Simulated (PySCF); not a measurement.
Input file for PySCF: R-BP86/6-31G* on AlClH2O2 (SMILES [OH][Al]([OH])[Cl]), a point of a torsion scan.

```python
from pyscf import gto, scf, dft, mp
from pyscf.data.elements import chemcore

mol = gto.M(
    atom='''
    O    -1.14776146   -0.71151210    0.14328347
    Al    0.09123739    0.27189409    0.57624245
    O    -0.03005296    1.50604521    1.65918841
    Cl    1.92484037   -0.01113825   -0.23902563
    H    -1.85594916   -1.26555307   -0.14227320
    H    -0.46582100    2.07272969    2.27765736
    ''',
    basis='6-31g*',
    cart=True,
    charge=0, spin=0, verbose=3, max_memory=1800)
mf = dft.RKS(mol, xc='b88,p86')
mf.conv_tol = 1e-8
mf.max_cycle = 100
mf.kernel()
if not mf.converged:
    mf = mf.newton().run(mf.mo_coeff, mf.mo_occ)
```

It printed:

```
converged SCF energy = -854.453172792572
```

Self-consistency was reached.

Cost: about 6 core-seconds (a rough figure).
